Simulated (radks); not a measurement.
Neutral silver inside a hard spherical wall (all orbitals vanish at R), configuration held at [Kr] 4d10 5s1 and not refilled when levels cross. Calculated with a radial shooting solver on a logarithmic mesh with Libxc functionals: scalar-relativistic Kohn-Sham, PBE, spin-polarised, spherical densities, finite nucleus; open shells are filled with parallel spins first (spin-orbit coupling, left out, can overturn this in heavy ions); Fermi nuclear charge, rms radius 4.5454 fm. Eigenvalues in eV for spin up, with the zero of energy where the potential of the charges vanishes at infinity; a dash marks a level that is unbound or too diffuse for the functional's potential to be trusted. A positive occupied level is held by the wall or, in an anion where self-interaction has pushed it up, behind a barrier. The pressure on the wall is -dE/dV.

R (bohr)  E (hartree)  kinetic (hartree)    e(4s)    e(4p)   e(4d)   e(5s)  e(5p, empty)  e(6s, empty)  pressure (GPa)
free      -5315.93216           5522.434  -95.002  -58.531  -7.504  -4.734        -0.973             -               0
8         -5315.92987           5522.452  -94.868  -58.397  -7.376  -4.593        -0.347         4.265          0.0934
7         -5315.92515           5522.482  -94.689  -58.218  -7.208  -4.380         0.196         6.922           0.376
5         -5315.85853           5522.825  -93.228  -56.777  -5.874  -2.380         3.785        21.389            8.70
4         -5315.65108           5523.761  -90.367  -54.000  -3.281   2.041        10.258        43.290            58.9
3         -5314.57907           5528.143  -81.619  -45.627   5.117  18.513        31.663        104.40             614
2.5       -5312.48543           5536.330  -70.966  -35.315  16.473  43.720        61.985        179.91            2600
1.5       -5276.24178           5660.081   16.201   57.524  124.55  315.16        352.48        781.38          123000
